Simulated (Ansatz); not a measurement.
Ansatz (a quantum-chemistry and plane-wave program) input (CCSD(T)/aug-cc-pV(D+d)Z):
A basis named .json is the Basis Set Exchange file of that set.

Ansatz 0.2 input:
```yaml
crystal:
  periodic: [false, false, false]
  atoms:
    - {symbol: Si, position_ang: [-0.12432750, 0.00265688, 0.15664529]}
    - {symbol: O, position_ang: [1.01276422, -0.09738812, -1.25726360]}
    - {symbol: O, position_ang: [-1.44049284, -0.08273181, -0.74295939]}
    - {symbol: O, position_ang: [0.29936839, -1.23187226, 1.06822288]}
    - {symbol: O, position_ang: [0.24165838, 1.41138372, 0.80478285]}
    - {symbol: H, position_ang: [1.97392675, 0.01668622, -1.17475872]}
    - {symbol: H, position_ang: [-2.25882818, 0.39862917, -0.58465312]}
    - {symbol: H, position_ang: [-0.04824192, -2.12699096, 0.99727152]}
    - {symbol: H, position_ang: [0.47537602, 1.53837435, 1.73049258]}
    - {symbol: H, position_ang: [0.69196692, 0.14097287, -2.14364814]}
basis:
  gaussian:
    orbitals: aug-cc-pV_D+d_Z.json
total_charge: 1
magnetization: {spin_polarized: false}
correlation: {method: ccsd_t, electrons: outside_noble_gas}
output: {forces: true}
```

End of the output:

```
mean field -16090.14291684 eV, -591.3018459034 hartree, gradient 2.0e-6 eV, S^2 0.000000; 0 other end points of the search recorded, 0 dependent functions left out
9 core orbitals not correlated
reference -16090.14291684 eV, -591.3018459034 hartree; 16, 16 occupied and 144, 144 virtual orbitals, 1639 factors
densities: 7.75 GiB planned
second order -24.34370015 eV of doubles, -0.00000000 eV of singles
coupled cluster: 3.07 GiB planned
cycle   1  -24.32556345 eV  change    1.8e-2 eV  update   1.1e-1
cycle   2  -24.81636817 eV  change   -4.9e-1 eV  update   2.8e-2
cycle   3  -24.94770122 eV  change   -1.3e-1 eV  update   1.4e-2
cycle   4  -24.93839286 eV  change    9.3e-3 eV  update   2.6e-3
cycle   5  -24.93651219 eV  change    1.9e-3 eV  update   1.1e-3
cycle   6  -24.93729184 eV  change   -7.8e-4 eV  update   3.1e-4
cycle   7  -24.93724140 eV  change    5.0e-5 eV  update   1.2e-4
cycle   8  -24.93713843 eV  change    1.0e-4 eV  update   3.7e-5
cycle   9  -24.93712711 eV  change    1.1e-5 eV  update   1.2e-5
perturbative correction -0.67428045 eV, -0.0247793497 hartree
the calculation of the forces begins
0.97 GiB of device memory are held for the factors and their scratch space
Total energy: -16115.75432441 eV, -592.2430477716 hartree
Atom 0 at    -0.124327     0.002657     0.156645 Å, force    -0.157605    -0.024009     0.139491 eV/Å
Atom 1 at     1.012764    -0.097388    -1.257264 Å, force     0.066827    -0.127851    -0.160147 eV/Å
Atom 2 at    -1.440493    -0.082732    -0.742959 Å, force    -0.454883    -0.175944    -0.657571 eV/Å
Atom 3 at     0.299368    -1.231872     1.068223 Å, force     0.399407    -0.517817     0.508715 eV/Å
Atom 4 at     0.241658     1.411384     0.804783 Å, force     0.217628     0.797940     0.112972 eV/Å
Atom 5 at     1.973927     0.016686    -1.174759 Å, force     0.046444     0.043108    -0.044862 eV/Å
Atom 6 at    -2.258828     0.398629    -0.584653 Å, force    -0.080337     0.099523     0.080558 eV/Å
Atom 7 at    -0.048242    -2.126991     0.997272 Å, force    -0.088986    -0.097731    -0.065783 eV/Å
Atom 8 at     0.475376     1.538374     1.730493 Å, force     0.022141    -0.047905     0.137577 eV/Å
Atom 9 at     0.691967     0.140973    -2.143648 Å, force     0.029364     0.050687    -0.050950 eV/Å
Dipole moment:     0.318535    -0.019956    -0.447657 e Å
```

It need not be the lowest isomer of its formula.
